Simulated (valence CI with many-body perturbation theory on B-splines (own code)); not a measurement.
**Forbidden lines of Hg47+**

Calculated by configuration interaction combined with many-body perturbation theory (CI+MBPT): five valence electrons over a frozen Dirac-Fock core [Ar] 3d10, radial functions for each j: 11 s, 11 p, 10 d, 8 f, 5 g, 2 h, with the one-electron correlation potential Σ1, the two-electron term Σ2, the three-electron term Σ3, Breit, model QED; selected CI, second order for the rest, scaled by the run's own slope (own B-spline code, finite nucleus).

The last digits are not significant, and no measured levels were compared; by estimate large intervals hold to a few tenths of a per cent, small ones and those within an open d or f shell to about a per cent. Among the levels kept, up to 2000 cm⁻¹ of a level comes from second order outside the variational space, and about a tenth of that is noise between levels of different J, which matters for small intervals.

Lines 1 to 19 of 19 in falling wavelength, among levels below 689.81 eV, chosen from the decays that carry over 1 % of a level's rate. Wavelengths and rates use the calculated energies. Electric multipoles are in the length gauge, E1 and E2 with the static RPA response of the core. S is in atomic units (e²a₀⁴ for E2 and M2, e²a₀⁶ for E3), for M1 in squared Bohr magnetons. Weak lines are less certain than strong ones. Lines between different terms over intervals too small for the method are left out, as are lines whose strength nearly cancels.

Levels are named by their leading jj configuration (3d3/2^4 stands for four electrons in 3d with j = 3/2), which in mixed levels can hold well under half, so a name can repeat and another be missing. Letters in brackets count levels of one name in rising energy.

```
λ vac (nm)                               Upper                               Lower  Type   A (s⁻¹)  S (a.u.)
     39.73      (4s^2 4p1/2 4p3/2 4d5/2) J=9/2      (4s^2 4p1/2 4p3/2 4d3/2) J=7/2    M1  1.81e+05  4.21e+00
     9.839          (4s^2 4p3/2^2 4d5/2) J=9/2  (4s^2 4p1/2 4p3/2 4d5/2) J=7/2 [b]    M1  7.18e+06  2.54e+00
     9.520  (4s^2 4p1/2 4p3/2 4d5/2) J=7/2 [a]          (4s^2 4p1/2^2 4d5/2) J=5/2    M1  1.41e+07  3.62e+00
     9.044      (4s^2 4p1/2 4p3/2 4d5/2) J=9/2          (4s^2 4p1/2^2 4d5/2) J=5/2    E2  5.36e+05  2.90e-02
     8.982          (4s^2 4p1/2 4p3/2^2) J=3/2          (4s^2 4p1/2^2 4p3/2) J=3/2    M1  2.56e+07  2.75e+00
     8.982          (4s^2 4p1/2 4p3/2^2) J=3/2          (4s^2 4p1/2^2 4p3/2) J=3/2    E2  3.25e+05  6.79e-03
     8.910                (4s^2 4p3/2^3) J=3/2          (4s^2 4p1/2 4p3/2^2) J=1/2    M1  6.43e+06  6.74e-01
     8.786          (4s^2 4p3/2^2 4d5/2) J=9/2      (4s^2 4p1/2 4p3/2 4d5/2) J=9/2    M1  1.11e+07  2.80e+00
     8.786          (4s^2 4p3/2^2 4d5/2) J=9/2      (4s^2 4p1/2 4p3/2 4d5/2) J=9/2    E2  6.83e+05  3.19e-02
     8.603          (4s^2 4p1/2 4p3/2^2) J=5/2          (4s^2 4p1/2^2 4p3/2) J=3/2    M1  4.43e+06  6.27e-01
     8.603          (4s^2 4p1/2 4p3/2^2) J=5/2          (4s^2 4p1/2^2 4p3/2) J=3/2    E2  1.29e+06  3.25e-02
     8.442                (4s^2 4p3/2^3) J=3/2          (4s^2 4p1/2 4p3/2^2) J=5/2    M1  7.40e+06  6.60e-01
     8.442                (4s^2 4p3/2^3) J=3/2          (4s^2 4p1/2 4p3/2^2) J=5/2    E2  2.29e+06  3.50e-02
     8.379          (4s^2 4p3/2^2 4d5/2) J=9/2  (4s^2 4p1/2 4p3/2 4d5/2) J=7/2 [a]    M1  8.96e+06  1.95e+00
     8.379          (4s^2 4p3/2^2 4d5/2) J=9/2  (4s^2 4p1/2 4p3/2 4d5/2) J=7/2 [a]    E2  6.22e+05  2.29e-02
     8.166          (4s^2 4p1/2 4p3/2^2) J=1/2          (4s^2 4p1/2^2 4p3/2) J=3/2    M1  1.53e+07  6.18e-01
     8.166          (4s^2 4p1/2 4p3/2^2) J=1/2          (4s^2 4p1/2^2 4p3/2) J=3/2    E2  1.17e+06  7.59e-03
     8.106                (4s^2 4p3/2^3) J=3/2          (4s^2 4p1/2 4p3/2^2) J=3/2    M1  3.08e+07  2.43e+00
     6.018      (4s^2 4p1/2 4p3/2 4d5/2) J=9/2          (4s^2 4p1/2 4p3/2^2) J=5/2    M2  1.20e+04  8.47e-05
```
